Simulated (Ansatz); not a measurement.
The cluster Cs₃F₃ (the lowest singlet isomer of a short search). Charge 0, multiplicity 1. Geometry r2SCAN-D4/def2-SVP, basis def2-TZVP, Ansatz.

```tsv
atom	x (Å)	y (Å)	z (Å)
Cs1	-1.728	-1.914	1.109
Cs2	-0.969	1.841	-1.882
Cs3	2.697	0.071	0.772
F4	0.816	-1.549	1.602
F5	-2.278	-0.074	-0.668
F6	1.461	1.624	-0.934
```

```json
{"run": "A", "HOMO (eV)": "-6.70", "LUMO (eV)": "-0.31"}
{"run": "B", "HOMO (eV)": "-9.39", "LUMO (eV)": "0.45"}
{"run": "C", "HOMO (eV)": "-5.34", "LUMO (eV)": "-0.63"}
{"run": "D", "HOMO (eV)": "-5.02", "LUMO (eV)": "-0.76"}
{"run": "E", "HOMO (eV)": "-5.32", "LUMO (eV)": "-0.79"}
{"run": "F", "HOMO (eV)": "-9.10", "LUMO (eV)": "0.50"}
```

In the def2 sets Cs takes a core potential; there is no spin–orbit coupling. LC-ωPBE has ω = 0.4 bohr⁻¹. The structure comes from a short search, and lower isomers may exist.

Task: The runs used B97M-V, LC-ωPBE, LDA (SPW92), PBE, PBE0, ωB97X-V. Estimate which is which.

Result: A PBE0 (25 % exact exchange); B LC-ωPBE (range-separated); C B97M-V (0 % exact exchange); D PBE (0 % exact exchange); E LDA (SPW92) (0 % exact exchange); F ωB97X-V (range-separated). Exact exchange lowers occupied and raises empty levels; among semilocal functionals meta-GGAs tend to open the gap a little, and such runs are hard to tell apart. The gap grows from 4.26 eV (PBE) to 9.84 eV (LC-ωPBE).
